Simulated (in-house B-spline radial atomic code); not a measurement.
Configurations of the titanium ion Ti⁷⁺, with energies counted from [Ne] 3s2 3p3. All numbers are computed (scalar-relativistic (X2C) BP86, spin-polarised, spherical fractional occupations; Fermi nucleus of rms radius 3.5921 fm) with a B-spline radial code for spherical atoms, not measured. Shells without spins written out take the highest spin.

Occupations are held fixed; configurations that lie above the ionisation limit could autoionise.

```csv
configuration,E - E(ref) (eV),highest orbital,its <r> (bohr)
"[Ne] 3s2 3p(2 up, 1 down)",4.2997,3p down,0.94
"[Ne] 3s(0 up, 1 down) 3p(3 up, 0 down) 3d(0 up, 1 down)",68.026,3d down,0.9454
[Ne] 3s2 3p2 4f1,111.28,4f up,2.027
[Ne] 3s1 3p3 4d1,120.59,4d up,2.13
[He] 2s2 2p5 3s2 3p3 3d1,476.3,3d up,0.8883
[He] 2s2 2p5 3s2 3p3 4s1,525.33,4s up,1.866
[He] 2s2 2p5 3s2 3p3 4d1,546.81,4d up,2.072
```

Task: Order these further configurations by energy, lowest first.
A. [He] 2s2 2p5 3s2 3p3 4f1
B. [Ne] 3s1 3p3 4p1
C. [Ne] 3s2 3p(0 up, 2 down) 4d(0 up, 1 down)
D. [He] 2s2 2p(3 up, 2 down) 3s2 3p(0 up, 3 down) 4p(0 up, 1 down)
E. [Ne] 3s2 3p(2 up, 0 down) 4p(0 up, 1 down)

Result: E (91.458 eV), C (103.3 eV), B (107.83 eV), D (536.22 eV), A (556.2 eV).

Task: How far above the reference does [Ne] 3s1 3p3 3d1 lie?

Result: 54.71 eV; its least bound orbital is 3d up with <r> = 0.9379 bohr.

Task: How far above the reference does [Ne] 3s2 3p2 4s1 lie?

Result: 81.861 eV; its least bound orbital is 4s up with <r> = 1.905 bohr.
